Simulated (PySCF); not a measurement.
# Reading the logs of faulty runs: CH6OSi2

These are calculations, not measurements. The program is PySCF 2.14.0, an open-source quantum chemistry code, run on an isolated molecule that a program drew, which may never have been made. The molecule is CH6OSi2 (charge 0, singlet), drawn as the SMILES string `C=[Si](O)[SiH3]`.

Each row is a Hartree-Fock (HF) and frozen-core CCSD(T) single point in the cc-pV(D+d)Z basis, meant for a local HF minimum. Run 1 is clean. Each other run has one planted mistake out of seven kinds, and not every kind appears here: one electron removed, one electron added, multiplicity raised by two, geometry at a saddle point, minimal basis STO-3G, one bond length entered in bohr, all coordinates scaled. The reference is restricted for singlets and unrestricted otherwise, and also for a bond in bohr. Adding or removing an electron swaps singlet and doublet. Electrons count all cores. HOMO and LUMO are orbital energies over both spins, the gradient is its largest component, and the lowest frequency (negative if imaginary) is given only where the gradient is small. Bond lengths are over the 9 bonds as drawn. T1 is the CCSD diagnostic: over 0.02 (restricted) or 0.045 (unrestricted) a single reference is doubtful.

Geometry of the clean run:
```xyz
10
CH6OSi2, angstrom
C    -0.4197    1.0084    1.4236
Si   -0.9250    0.4290   -0.0789
O    -1.7460    1.2995   -1.2034
Si   -0.5619   -1.7401   -0.8802
H    -0.5838    2.0118    1.8016
H     0.1179    0.3415    2.0900
H    -1.9665    2.2015   -1.0179
H     0.1778   -2.5005    0.1508
H    -1.8579   -2.3997   -1.1557
H     0.2297   -1.6898   -2.1298
```

```
run  electrons  basis functions  <S^2>  HOMO (eV)  LUMO (eV)  gradient (hartree/bohr)  lowest frequency (cm^-1)  mean bond (Å)  longest bond (Å)      T1  HF (hartree)  CCSD(T) (hartree)               mistake
  1         48              104  0.000      -8.23       2.61                  2.7e-05                        93         1.4696             2.341  0.0144    -694.08557         -694.67451              no fault
  2         47              104  0.757     -17.22      -5.76                  9.2e-02                         -         1.4696             2.341  0.0170    -693.83921         -694.38520  one electron removed
  3         49              104  0.775       1.21       8.51                  6.8e-02                         -         1.4696             2.341  0.0152    -694.01471         -694.61218    one electron added
  4         48              104  2.035      -5.26       0.91                  1.1e-01                         -         1.4696             2.341  0.0157    -694.00287         -694.55731                     ?
  5         48               34  0.000      -5.18       7.97                  4.1e-02                         -         1.4696             2.341  0.0153    -685.86667         -686.11018                     ?
```

**Which mistake was planted in run 4, and what did it cost?**

Electrons, basis and geometry are unchanged, and <S^2> is 2.035, beside S(S+1) = 2.00 for a multiplicity of 3. So the mistake is: multiplicity raised by two. Subtracting run 1 and multiplying by 627.51 kcal/mol a hartree, the energy moved by 51.9 kcal/mol in HF and 73.5 kcal/mol in CCSD(T).

**Which mistake was planted in run 5, and what did it cost?**

It has 34 basis functions where the clean run has 104, with the same electrons and geometry. So the mistake is: minimal basis STO-3G. Subtracting run 1 and multiplying by 627.51 kcal/mol a hartree, the energy moved by 5157.4 kcal/mol in HF and 5374.2 kcal/mol in CCSD(T).

Cautions from the logs. Run 3: the HOMO is above zero, so the electron isn't bound and the energy depends on the basis.
